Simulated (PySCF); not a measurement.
Input for PySCF:
```python
from pyscf import gto, scf, dft
from pyscf.prop import polarizability

mol = gto.Mole()
mol.atom = '''
    B    -0.21500876    0.17235440   -0.17656584
    Cl    1.34322240   -0.19892530   -0.84011027
    Cl   -0.64162874   -0.36348322    1.41626109
    N    -1.12546632    0.90219152   -0.92423631
    H    -2.04242288    1.14585877   -0.58951495
    H    -0.93136134    1.23797347   -1.85256556
'''
mol.basis = '6-31g'
mol.verbose = 3
mol.build()

mf = dft.RKS(mol)
mf.xc = 'pbe0'
mf.kernel()
alpha = mf.Polarizability().polarizability()[2, 2]
print('alpha_zz =', alpha)
```

Q: Give the nuclear repulsion energy at the level PBE0/6-31G, polarisability in PySCF.

A: 184.0030 Eh

Q: Predict the polarisability along z from PBE0/6-31G, polarisability.

A: 38.2 bohr³

Q: Predict the HOMO energy from PBE0/6-31G, polarisability.

A: -8.51 eV

Q: Predict the Mulliken (on the basis functions themselves) charges in atom order from PBE0/6-31G, polarisability.

A: B1 0.17, Cl2 -0.05, Cl3 -0.05, N4 -0.79, H5 0.36, H6 0.36
